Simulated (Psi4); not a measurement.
Approach curve of the dimer H2 ··· HF (SMILES [H][H] and F), singlet. Monomers: optimised at B3LYP-D3(BJ) (def2-TZVP), held rigid. Orientation: a random orientation, not optimised. Only R, the distance of the centres of mass, is varied, so the lowest point isn't the relaxed dimer.

Geometry at R = 2.89 Å (first 2 atoms: monomer A):
```
4

H      0.3719     0.0000     0.0000
H     -0.3719     0.0000     0.0000
F      2.1149    -0.9926     1.7091
H      1.8280    -0.3633     2.3226
```

Calculation: SAPT0/jun-cc-pVDZ, frozen core (Psi4).

Components in kcal/mol:

```csv
R / Å,electrostatics,exchange,induction,dispersion,total
2.26,-3.40,8.60,-0.85,-0.82,3.53
2.52,-1.44,3.37,-0.32,-0.41,1.20
2.70,-0.82,1.75,-0.17,-0.26,0.51
2.89,-0.47,0.87,-0.08,-0.17,0.15
3.07,-0.29,0.45,-0.05,-0.11,0.00
3.26,-0.19,0.22,-0.02,-0.08,-0.07
3.56,-0.11,0.07,-0.01,-0.04,-0.09
3.89,-0.07,0.02,0.00,-0.02,-0.07
4.35,-0.04,0.00,0.00,-0.01,-0.05
5.11,-0.02,0.00,0.00,0.00,-0.02
6.08,-0.01,0.00,0.00,0.00,-0.01
7.42,0.00,0.00,0.00,0.00,0.00
```
